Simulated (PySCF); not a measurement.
Y(Cl)3 anion (Cl₃Y), SMILES [Cl][Y]([Cl])[Cl] (connectivity only; charge and spin as stated), charge -1, multiplicity 2.

The structure is a stationary point at B3LYP-D3(BJ)/def2-SVPD. The multiplicity is an assumed one; other spin states were not compared. The isomer is the one that the SMILES or the coordinates give; other isomers of the formula were not compared. The def2 effective core potentials stand for the cores of Y; spin–orbit coupling is left out.

Calculation: PySCF with B3LYP-D3(BJ)/def2-SVPD.

Frequencies are harmonic and unscaled.

Modes within 1.5 cm⁻¹ of each other (mostly degenerate sets) share a row, with their intensities summed.

Computed normal modes with their intensities:
```tsv
mode	ν (cm⁻¹)	IR (km/mol)	moving atoms (share of kinetic energy)
1	35	0.2	Y 54 %, Cl 46 %
2–3	68	5.0	Cl 85 %, Y 15 %
4	263	0.0	Cl 100 %
5–6	306	187.9	Cl 60 %, Y 40 %
```
